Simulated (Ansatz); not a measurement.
Species: C$_{3}$H$_{6}$O$_{2}$, net charge 0, singlet state. 
Geometry from a B3LYP-D3(BJ)/def2-TZVP (Ansatz, a program for electronic structure) optimisation:
SMILES: C(O)(=O)CC
```xyz
11

C     -1.9343     0.0872     0.3554
C     -0.7544     0.3524    -0.5673
C      0.5650    -0.0805     0.0182
O      0.7311    -0.5879     1.0962
O      1.5915     0.1712    -0.8309
H     -1.8180     0.6163     1.3009
H     -2.0216    -0.9749     0.5833
H     -2.8622     0.4170    -0.1129
H     -0.8697    -0.1616    -1.5256
H     -0.6681     1.4140    -0.8150
H      2.4015    -0.1308    -0.3911
```
Charge 0, spin multiplicity 1.

Parts of the frozen-core correlation energy in aug-cc-pVDZ (Ansatz, hartree). Frozen orbitals: 5; correlated occupied orbitals by spin: 15 and 15; virtual: 149 and 149. Spin-orbit coupling is left out. No relativistic terms.

| term | value |
|---|---|
| reference (HF) | -266.88923 |
| MP2 opposite-spin | ___ |
| MP2 same-spin | ___ |
| CCSD correlation | -0.85814 |
| (T) | ___ |
| T1 diagnostic | 0.015 |
| largest doubles amplitude | 0.040 |

Q: Fill in the missing entries.

A: 
- MP2 opposite-spin, value: -0.61151
- MP2 same-spin, value: -0.21046
- (T), value: -0.03012
